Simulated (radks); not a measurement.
The numbers below are computed, except where a source is named.
Numerical settings for neutral iodine, [Kr] 4d10 5s2 5p5. Level of theory: scalar-relativistic Kohn-Sham, PBE, spin-polarised, spherical densities, finite nucleus; open shells are filled with parallel spins first (spin-orbit coupling, left out, can overturn this in heavy ions); Fermi nuclear charge, rms radius 4.75 fm (a radial shooting solver on a logarithmic mesh with Libxc functionals). The defaults (mesh step 0.008 in ln r, mesh end at 40 bohr or more with all orbitals vanishing there, Anderson mixing 0.5 over 9 steps, residual threshold near 1e-9 with the energy settled to 1e-9 hartree or 1e-11 of itself, here a cap of 71 iterations) give E = -7116.1692 hartree and 5p at -6.749 eV in 15 iterations. Run on one thread of a shared host, so times are rough (Arm Neoverse V1): 0.23 s of CPU time, 0.23 s wall, 15 iterations on 2437 mesh points. Changes against that run (0 stands for a change within the tolerance of the run):

\begin{tabular}{lrrrrr}
setting & iterations & converged & E (mhartree) & e(5p) (meV) & CPU (s) \\ \hline
mesh step in ln r 0.2 & 4 & no & diverged & - & 0.01 \\
mesh step in ln r 0.08 & 5 & no & diverged & - & 0.04 \\
mesh step in ln r 0.03 & 13 & yes & +0.00638 & 0 & 0.07 \\
mesh end (bohr) 5 & 14 & yes & +107 & +2.1e+03 & 0.19 \\
mesh end (bohr) 12 & 15 & yes & +0.00448 & +0.482 & 0.22 \\
residual threshold 1e-16 & 71 & no & 0 & 0 & 0.54 \\
residual threshold 1e-05 & 9 & yes & 0 & +0.024 & 0.16 \\
mixing 0.01 & 21 & yes & 0 & 0 & 0.32 \\
linear mixing, mixing 0.05 & 71 & no & +2.54 & -114 & 1 \\
linear mixing, mixing 0.8 & 71 & no & 0 & 0 & 0.78 \\
mixing history 3 & 20 & yes & 0 & 0 & 0.28 \\
iteration cap 5 & 5 & no & -0.141 & -14.7 & 0.1 \\
\end{tabular}

Settings that end as converged yet miss the energy by more than 1 mhartree: mesh end (bohr) 5 (+0.107 hartree). A mesh that ends early acts as a hard wall.
